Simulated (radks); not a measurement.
Values are calculated unless marked as measured or tabulated.
Valence configurations of As+ (all share [Ar]). Code: a radial shooting solver on a logarithmic mesh with Libxc functionals. Model: scalar-relativistic Kohn-Sham, PBEsol, spin-unpolarised, spherical densities, point nucleus. Energies are relative to 3d10 4s2 4p2; eigenvalues in eV.

valence,E (eV),e(3d),e(4p),e(4s)
3d10 4s2 4p2,0.000,-50.407,-13.357,-23.382
3d10 4s1 4p3,10.115,-52.066,-14.080,-24.284
3d9 4s1 4p4,52.692,-63.171,-15.883,-26.982
3d10 4p4,20.403,-53.653,-14.756,-
3d8 4s2 4p4,92.992,-73.381,-17.035,-28.836
3d9 4s2 4p3,41.671,-61.640,-15.228,-26.171
3d8 4s1 4p5,104.86,-74.804,-17.639,-29.576
3d10 4s1.5 4p2.5,5.035,-51.246,-13.725,-23.841
3d7 4s2 4p5,154.51,-85.607,-18.802,-31.404
3d8 4p6,116.86,-76.183,-18.215,-

NIST lists [Ar] 3d10 4s2 4p2 as the ground configuration; this level of theory agrees among the configurations tried. The energies are those of spherical spin-averaged densities, not of single terms.
